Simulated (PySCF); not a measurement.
## Run times: indium in x2c-TZVPPall-2c with one added diffuse shell each of s, p, d, f type

Measured wall times of calculations with PySCF 2.14 in x2c-TZVPPall-2c with one added diffuse shell each of s, p, d, f type (9s10p6d3f, 90 functions), with two-component X2C-1e, run from one Python driver. Hardware: 4 threads of AMD EPYC 9R45 96-Core Processor on a shared host, 12 GiB allowed. The two-electron integrals over 90 functions were computed once and kept in memory (1.7 CPU seconds with the set-up); the times below exclude them.

Launch command (the driver calls PySCF for each step listed in the task file):

```bash
OMP_NUM_THREADS=4 python sorun2.py TASK.json OUT
```

| species | step | iterations | wall time (s) |
| --- | --- | --- | --- |
| In⁺ [Kr] 4d10 5s2 | GHF, screened spin-orbit | 6 | 0.42 |
| In⁺ [Kr] 4d10 5s2 | GMP2 (12 electrons), screened spin-orbit |  | 0.16 |
| In⁺ [Kr] 4d10 5s2 | GCCSD(T) (12 electrons, 102 virtual spinors), screened spin-orbit |  | 120 |
| In²⁺ [Kr] 4d10 5s1 | GHF, screened spin-orbit | 7 | 0.46 |
| In²⁺ [Kr] 4d10 5s1 | GMP2 (11 electrons), screened spin-orbit |  | 0.07 |
| In²⁺ [Kr] 4d10 5s1 | GCCSD(T) (11 electrons, 110 virtual spinors), screened spin-orbit |  | 120 |

Peak memory of the process: 9.5 GiB. Times on a shared host vary from run to run.
